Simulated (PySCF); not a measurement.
Species: C₆H₈ClO₂ (doublet state).
Cartesian coordinates in Å at the GFN2-xTB level; atoms count from 1:
```xyz
17
C6H8ClO2 angstrom
O      2.802   -0.975    0.569
C      2.132   -0.447    1.406
O      1.091    0.339    1.209
C      0.722    0.609   -0.158
C     -0.171    1.771   -0.332
C     -1.255    0.983   -0.962
C     -0.401   -0.289   -0.757
C     -0.976   -1.292    0.218
Cl    -2.467   -2.005   -0.454
H      2.302   -0.542    2.492
H      1.652    0.599   -0.746
H     -0.123    2.766    0.059
H     -1.470    1.227   -2.006
H     -2.210    0.983   -0.428
H     -0.106   -0.788   -1.681
H     -1.246   -0.815    1.161
H     -0.283   -2.114    0.400
```

The hyperfine couplings belong to this conformer and change with its torsions.

As a line formula: `O=CO[C@@H]1[CH]C[C@@H]1CCl` [radical].

Method used: UKS B3LYP, pcH-1 on C Cl H O, non-relativistic, mean-field spin-orbit, GIAO (PySCF). Geometry: GFN2-xTB, one conformer, isolated molecule. The geometry wasn't refined by DFT: couplings that depend on bond lengths, twists or pyramidal angles can differ widely from those at the functional's own minimum. No stability test was run, so a lower SCF solution isn't excluded.

Problem. The isotropic 17O couplings are -38.9, -1.4 MHz. Assign them to O1; O3.

Solution. 
| site | a_iso (MHz) | ρ(0) (bohr⁻³) | position | distance from C5 (Å) | spin population | largest \|T\| (MHz) |
| --- | --- | --- | --- | --- | --- | --- |
| O1 | -1.4 | +0.0023 | 4 bonds from C5 | 4.15 | +0.01 | 3.6 |
| O3 | -38.9 | +0.0642 | 2 bonds from C5 | 2.45 | +0.02 | 10.6 |

ρ(0) is the spin density at the nucleus and T the dipolar tensor; a_iso includes a spin–orbit part. The Mulliken spin populations are largest on C5 (+1.00) and C6 (-0.09). No atom but C5 exceeds +0.15. The positive populations add up to 1.18 and the negative ones to -0.18, together 2S = 1. The angles at C5 add up to 358.8°, so it is planar; its axial dipolar tensor and the negative coupling of its proton fit spin in a p orbital normal to that plane.

β density exceeds α density at some nuclei, such as C6 (-0.0292), C4 (-0.0208) and H12 (-0.0140), spin density in bohr⁻³. In a single determinant that takes different orbitals for the two spins, that is spin polarisation.
